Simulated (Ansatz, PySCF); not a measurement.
Gas-phase reaction (SMILES): C#C[SiH3] [ethynylsilane] + C (CH4) → C#C (C2H2) [acetylene] + C[SiH3] [methylsilane]; bond separation energy.

Structures are relaxed separately at B3LYP-D3(BJ)/def2-TZVP in Ansatz (a program for electronic structure). Valence correlation only, unless marked. No spin-orbit coupling. Non-relativistic. Basis-set limits of correlation are two-point, X^-3; Hartree-Fock from the larger set. [CCSD(T)-MP2]/basis is that difference in the basis named. Thermal terms are rigid-rotor harmonic-oscillator values from B3LYP-D3(BJ) frequencies (Ansatz or PySCF) at 298.15 K and 1 atm. 1 Eh = 627.5095 kcal/mol.

| species | E, RI-MP2/CBS(cc-pV(T+d)Z,cc-pV(Q+d)Z)+[CCSD(T)-MP2]/cc-pV(T+d)Z (Ansatz) (Eh) | E, r2SCAN-D4/def2-TZVPD (Ansatz + dftd4) (Eh) | H - E (Eh) |
|---|---|---|---|
| C#C[SiH3] | -367.51754 | -367.99723 | 0.04908 |
| C#C (C2H2) | -77.22575 | -77.30673 | 0.03061 |
| C (CH4) | -40.46125 | -40.49957 | 0.04840 |
| C[SiH3] | -330.73641 | -331.17241 | 0.06602 |

Problem. Work out ΔE and ΔH at 298.15 K at the first level, then ΔH at the second.

Solution. 
1. ΔE = [(-77.22575) + (-330.73641)] - [(-367.51754) + (-40.46125)] = 0.01663 Eh = 10.4 kcal/mol at RI-MP2/CBS(cc-pV(T+d)Z,cc-pV(Q+d)Z)+[CCSD(T)-MP2]/cc-pV(T+d)Z.
2. The terms H - E add up to -0.00085 Eh, so ΔH = (0.01663 + (-0.00085))×627.5095 = 9.9 kcal/mol.
3. At r2SCAN-D4/def2-TZVPD the same steps give ΔE = 11.1 and ΔH = 10.5 kcal/mol, a shift of +0.6 from the first level.
4. These values are not checked against measurement here, since the tables used lack a sound gas-phase enthalpy of formation for at least one species.
